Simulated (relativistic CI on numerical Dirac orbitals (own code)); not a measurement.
## Ligand-field terms of d7

Computed with a parametric ligand-field model of a d^n configuration (Racah B and C, spin-orbit zeta, crystal field), exact diagonalisation.

Field parameters in Wybourne normalisation: Oh B⁴₀ = 21Dq, B⁴₄ = √(5/14) B⁴₀. The field is a parameter set, without covalency.

B = 690 cm⁻¹, C = 3380 cm⁻¹ (C/B = 4.90), Oh, no spin-orbit coupling. Tanabe-Sugano data, E/B above the lowest term (Δ = |10Dq|; b, c mark the second and third term of a kind):

```tsv
Δ/B	4T1	4T2	4A2	4T1(b)	2E	2T1	2T2	2T1(b)
1.0	0.00	0.81	1.81	15.62	19.02	19.28	19.08	23.90
3.0	0.00	2.49	5.49	16.97	18.26	19.86	19.68	24.29
5.0	0.00	4.22	9.22	18.44	16.73	20.04	20.07	24.62
7.0	0.00	6.00	13.00	20.00	14.98	20.05	20.31	24.90
9.0	0.00	7.82	16.82	21.63	13.14	20.00	20.44	25.14
11.0	0.00	9.66	20.66	23.32	11.25	19.94	20.52	25.33
13.0	0.00	11.53	24.53	25.06	9.35	19.87	20.56	25.48
15.0	0.00	13.42	28.42	26.83	7.42	19.81	20.58	25.61
17.0	0.00	15.32	32.32	28.64	5.49	19.74	20.59	25.72
19.0	0.00	17.23	36.23	30.46	3.55	19.69	20.59	25.82
21.0	0.00	19.16	40.16	32.31	1.60	19.63	20.58	25.90
23.0	0.35	21.44	44.44	34.53	0.00	19.94	20.93	26.32
25.0	2.31	25.34	50.34	38.37	0.00	21.85	22.88	28.33
27.0	4.27	29.25	56.25	42.22	0.00	23.77	24.83	30.35
29.0	6.24	33.16	62.16	46.09	0.00	25.70	26.79	32.36
31.0	8.21	37.09	68.09	49.97	0.00	27.64	28.75	34.36
33.0	10.18	41.02	74.02	53.86	0.00	29.58	30.71	36.37
35.0	12.15	44.95	79.95	57.76	0.00	31.52	32.67	38.37
37.0	14.12	48.89	85.89	61.66	0.00	33.47	34.63	40.37
39.0	16.10	52.84	91.84	65.58	0.00	35.42	36.60	42.37
41.0	18.08	56.79	97.79	69.50	0.00	37.37	38.57	44.37
43.0	20.06	60.74	103.74	73.42	0.00	39.33	40.54	46.37
45.0	22.04	64.70	109.70	77.36	0.00	41.29	42.51	48.37
47.0	24.02	68.66	115.66	81.29	0.00	43.25	44.49	50.37
```

The ground term changes from 4T1 to 2E between Δ/B = 21.0 and 23.0.
